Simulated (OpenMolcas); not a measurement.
**Os6+: from CASSCF to CASPT2**

- Program: OpenMolcas
- Basis: ANO-RCC-VDZP [7s6p4d2f1g]
- Scalar Hamiltonian: DKH2, point nucleus
- Active space: 2 electrons in 5 orbitals (5d)
- State averaging: 2S+1 = 3 even, 10 roots; 2S+1 = 1 even, 15 roots
- Spin-orbit coupling: RASSI with atomic mean-field integrals over the reference wave functions, term energies averaged over their components

Methods on the same reference wave functions:
A. CASSCF
B. SS-CASPT2, IPEA 0.25 Eh, imaginary shift 0.1 Eh (closed shells correlated: 5s 5p)

Energies in eV above 5d² ³F₂, the measured ground level; measured values from van het Hof, Joshi, Wyart and Sugar, J. Res. Natl. Inst. Stand. Technol. 100, 687 (1995).

```csv
Level,A,B,Measured
5d² ³F₂,0.0000,0.0000,0.0000
5d² ³F₃,1.3745,1.403,1.2780
5d² ³P₀,2.2588,2.068,1.9635
5d² ³F₄,2.4435,2.448,
5d² ³P₁,3.1055,2.947,2.7398
5d² ¹G₄,4.3316,4.232,3.8775
5d² ³P₂ [56 %],4.6246,4.449,4.1072
5d² ¹S₀,8.0912,7.617,7.1551
```

Deviations, from unrounded energies. A percentage is the sum of absolute deviations over the sum of measured energies, with the sign that they share, or ± where signs differ.

```
                        Against measurement  Levels      A     B
             mean absolute deviation (cm-1)       6   3600  2100
      fine structure of the ground term (%)       1   +7.6  +9.8
other terms of the ground configuration (%)       5  +12.9  +7.4
```

B lies closest to measurement on these levels. The largest miss of B in the table is 5d² ¹S₀, by +3700 cm-1. The ranking rests on the paired levels alone, and a cruder setting can come out closer through cancelling errors.

From A to B the spin-free energies of the other terms of 5d² shown, above ³F, scale by factors of 0.89 to 0.93, as is usual when dynamic correlation screens the repulsion within a d or f shell.

The lowest spin-free term lies below A's lowest term by 0.153 hartree in B.

CASPT2 does not keep the components of a term degenerate, so their means are used; among the terms shown or strongly mixed into the levels shown the widest spread is 260 cm-1 (5d² ¹G, B). The basis is small and was not contracted for so high a charge. Without dynamic correlation excited terms often stand tens of per cent too high (terms of higher spin than the ground term too low), and those without a measured partner can miss by more than the paired ones (holds for A). Measured partners are found by configuration, term and J. A level has none where our copy of the source lacks it or the pairing is in doubt (some pairs that miss far off the trend of their configuration count as doubtful), and it then counts in no deviation. Only configurations of the active space appear. Levels that lie high or do not pair safely by name in every column are left out.

A share in square brackets marks a mixed level and gives the weight of the term that names it, the lowest over the columns.
